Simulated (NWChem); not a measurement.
C5H10S; SMILES C1CCSCC1

```xyz
16

C      0.0000     0.0000    -1.7679
C     -0.4263     1.2104    -0.9269
C      0.3758     1.3442     0.3577
S      0.0000     0.0000     1.5374
C     -0.3758    -1.3442     0.3577
C      0.4263    -1.2104    -0.9269
H     -0.8339    -0.2810    -2.4324
H      0.8339     0.2810    -2.4324
H     -0.3282     2.1318    -1.5245
H     -1.4925     1.1323    -0.6561
H      0.1289     2.2763     0.8874
H      1.4579     1.3655     0.1456
H     -0.1289    -2.2763     0.8874
H     -1.4579    -1.3655     0.1456
H      0.3282    -2.1318    -1.5245
H      1.4925    -1.1323    -0.6561
```
Atoms are numbered in this order, from 1.

Program: NWChem. Pople sets run with spherical d functions. The geometry was optimised at PBE0/def2-SVP.

For level B3LYP/6-31+G*:

```
Quantity                     Result
---------------------------  ------
highest occupied level (eV)   -5.88
orbital gap (eV)               5.87
dipole (D)                     2.11
```

What are these values for level B3LYP/3-21G?

The highest occupied level (eV) is -5.72. The orbital gap (eV) comes out as 7.53. The dipole (D) comes out as 2.26.
